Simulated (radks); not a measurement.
The phosphorus ion P+, 14 electrons, occupied as [Ne] 3s2 3p2 (the NIST ground configuration).

Method: scalar-relativistic Kohn-Sham, PBE, spin-polarised, spherical densities, point nucleus; open shells are filled with parallel spins first; computed with a radial shooting solver on a logarithmic mesh with Libxc functionals.

Energy parts (hartree):
| part | energy |
|---|---|
| total | -341.58367 |
| kinetic | 342.68292 |
| electron-nucleus | -809.65766 |
| Hartree | 148.15448 |
| exchange-correlation | -22.76340 |

Orbitals (lengths in bohr, moments of r in powers of bohr):
orbital  occ.  eigenvalue (hartree)      <r^4>
1s up       1             -76.98605  0.0005402
1s down     1             -76.97725  0.0005400
2s up       1              -6.78132     0.1903
2s down     1              -6.77208     0.1895
2p up       3              -4.96465     0.1919
2p down     3              -4.95214     0.1904
3s up       1              -0.88681      23.48
3s down     1              -0.80437      24.55
3p up       2              -0.55189      47.64
3p down     0              -0.47231      54.79

The highest occupied level is 3p up at -15.018 eV. Spin moment in Bohr magnetons: 2. For comparison, the ionisation energy in NIST's Atomic Spectra Database is 19.769 eV (semi-empirical). In exact Kohn-Sham theory the highest level is minus the ionisation energy, but local and semilocal functionals leave it too shallow, through self-interaction and a potential that decays too fast; potentials with the right tail come closer. The density falls to 0.001 e/bohr^3 at r = 3.81 bohr. Summed over all electrons, <r^2> = 20.57 bohr^2, which gives a Langevin (diamagnetic) susceptibility term of -16.3 x 10^-6 cm^3/mol.
